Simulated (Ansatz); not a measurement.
Input for Ansatz (an electronic-structure program): R-CAM-B3LYP/def2-TZVPPD on H2Se (SMILES [SeH2]). Files ending in .json are basis or fitting sets from the Basis Set Exchange.

Ansatz 0.2 input:
```yaml
crystal:
  periodic: [false, false, false]
  atoms:
    - {symbol: Se, position_ang: [0.18289968, 0.15743121, 3.55738942]}
    - {symbol: H, position_ang: [0.39995312, -0.07242723, 4.99614525]}
    - {symbol: H, position_ang: [0.39339564, -1.26183548, 3.24883068]}
basis:
  gaussian:
    orbitals: def2-TZVPPD.json
hamiltonian:
  xc: {name: CAM-B3LYP}
scf: {lower_state_search: off}
```

The head of its log:

```
WARN ansatz: RAYON_NUM_THREADS=1 ignored (pool sized by the plan → 1); use --threads N
Functional definition: CAM-B3LYP
these checks for a lower state are left out or cut short: stability, starts, cluster_reference, orbital_swaps, neighbouring_geometries, increment
integrals: 0.02 GiB planned
562 factors; their error is unknown
integrals: 0.05 GiB planned
143 factors; integrals over basis functions are off by at most 7.2e-5 eV
mean field: 0.25 GiB planned
mean field evaluation 1: about -65385.1036 eV, gradient 8.8e0 eV
mean field evaluation 2: about -65385.2605 eV, gradient 3.8e0 eV
```

**Question.** Predict the final total energy.

**Answer.** -2402.8736 hartree.
